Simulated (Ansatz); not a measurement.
A series at Ga: from `[OH][Ga]([OH])[OH]`, ligands are replaced one by one, each step taking up H–F and setting free H₂O; n counts the steps. Ansatz, PBE0-D4/def2-TZVP geometries. Each molecule was computed in one conformer, which needn't be the lowest.

```tsv
n	molecule	HOMO energy, ωB97M-V/def2-TZVPP (eV)
0	`[OH][Ga]([OH])[OH]`	-11.45
1	`[OH][Ga]([OH])[F]`	?
2	`[OH][Ga]([F])[F]`	-12.49
3	`[F][Ga]([F])[F]`	-14.31
```

Problem. By hand: fit a straight line y = ȳ + b (n − n̄) to the 3 given rows and predict n = 1.

Solution. n̄ = 1.667, ȳ = -12.750; Σ(n − n̄)(y − ȳ) = -4.160, Σ(n − n̄)² = 4.667, so b = -0.891 eV a step. Prediction: -12.750 + (-0.891) × (-0.667) = -12.16 eV.

Problem. By hand: compare with the computed value, -11.83 eV, and give the steps along the whole series.

Solution. The line misses by 0.33 eV (computed minus predicted). Steps: -0.38, -0.66, -1.82 eV.

One step carries most of the change, so a line is a poor guide. The highest orbital can change its character along such a series. The miss is 11.5 % of the series' range.
